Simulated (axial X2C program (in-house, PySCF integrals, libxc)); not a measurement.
Nuclear properties of InCN

Computed with an axial X2C code built on PySCF integrals: two-component X2C with atomic mean-field Coulomb and Gaunt terms, Gaussian nuclei, basis In dyall-v3z, C dyall-v3z, N dyall-av3z with contracted cores.

In–C–N held linear, with bonds 2.277 and 1.159 Å (near the PBE0 minimum at charge 0 of the determinant lowest at the starting distance; the state shown can have its own minimum elsewhere, held linear; other orders of the atoms were not compared).

Input and command:
```json
{"zs": [49, 6, 7], "q": 0, "bas": ["dyall-v3z", "dyall-v3z", "dyall-av3z"], "r0": [2.12, 1.16], "symm": 0, "scan": ["PBE0", "HF", "B3LYP"], "levels": ["PBE0", "HF", "LDA"], "nst": 2}
```
```bash
python solin.py task.json out
```

Keys: zs atomic numbers; q charge; bas basis sets; r0 starting distance in Å; symm equal bonds; scan levels of the two-bond scan; levels methods; nst determinants followed.

Determinant lowest in the PBE0 search, Ω = 0 (closed shell), highest spinor 36% In s, 28% In p, 16% C p:

```tsv
level	qzz In (a.u.)	qzz C (a.u.)	qzz N (a.u.)	μ (D)
PBE0	-4.85	-0.58	-1.18	-5.29
HF	-4.87	-0.67	-1.34	-5.36
LDA	-4.96	-0.56	-1.14	-5.20
```

qzz is the electric field gradient, eQq0 = 234.96 MHz × Q/barn × qzz; μ is positive if the N end (last atom) is positive. The operators were transformed with the bare-nucleus X2C matrices; with these basis sets, hyperfine constants and field gradients can be off by tens of per cent, and where levels differ in sign neither size nor sign is settled.

**Question.** With Q(115In) = 0.772 barn, Q(14N) = 0.02044 barn (Q from Pyykkö, Mol. Phys. 2018), turn the PBE0 values of the first state into constants in MHz.

**Answer.** eQq0(115In) = 234.96 × (0.772) × (-4.85) = -880 MHz; eQq0(14N) = 234.96 × (0.02044) × (-1.18) = -5.67 MHz.

The molecule was held linear; bending was not examined, so a bent shape may lie lower.

Each state is one determinant with collinear spin. The search compared states at one distance, so a state with another bond length can lie lower.
